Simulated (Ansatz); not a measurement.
System: GaO$_{2}$ (charge 0, doublet). It need not be the lowest isomer of its formula. SMILES: [O][Ga][O]
Geometry: optimised at B3LYP-D3(BJ)/def2-TZVP (Ansatz, a quantum-chemistry and plane-wave program).

Property: atomisation energy (electronic, to ground-state atoms), in eV. Correlated levels leave the core frozen unless marked. Open shells are spin-unrestricted. No spin-orbit coupling. The frozen core is the preceding noble-gas configuration, with the filled d and f shells of earlier blocks. No relativistic terms. The coupled-cluster limit lacks core correlation, which all-electron functionals hold. CBS marks a two-point X^-3 extrapolation of the correlation energy; Hartree-Fock from the larger set. The program attaches cautions to a run behind LC-wPBE/def2-TZVPD: asymmetric forces.

```csv
level,program,atomisation energy (eV),minus last row
HF/cc-pVDZ,Ansatz,1.88,-5.56
HF/aug-cc-pVTZ,Ansatz,2.50,-4.94
SVWN5/def2-TZVPD,Ansatz,10.49,3.05
BLYP/def2-TZVPD,Ansatz,8.32,0.88
revPBE-D3(BJ)/def2-TZVPD,Ansatz + dftd3,8.20,0.76
PBE0-D3(BJ)/def2-TZVP,Ansatz + dftd3,7.40,-0.04
r2SCANh/def2-TZVPD,Ansatz,7.62,0.18
HSE06-D4/def2-TZVPD,Ansatz + dftd4,7.46,0.02
LC-wPBE/def2-TZVPD,Ansatz,7.36,-0.08
RPA@PBE/cc-pVTZ,Ansatz,6.91,-0.53
MP2/6-31G*,Ansatz,6.85,-0.59
RI-MP2/aug-cc-pVQZ,Ansatz,8.09,0.65
RI-MP2/cc-pVQZ,Ansatz,8.01,0.57
CCSD(T)/cc-pVQZ,Ansatz,7.30,-0.14
"CCSD(T)/CBS(cc-pVTZ,cc-pVQZ)",Ansatz,7.44,0.00
```

The T1 diagnostic of CCSD in the largest basis is 0.049, which is high, so the coupled-cluster rows are less sure than usual.
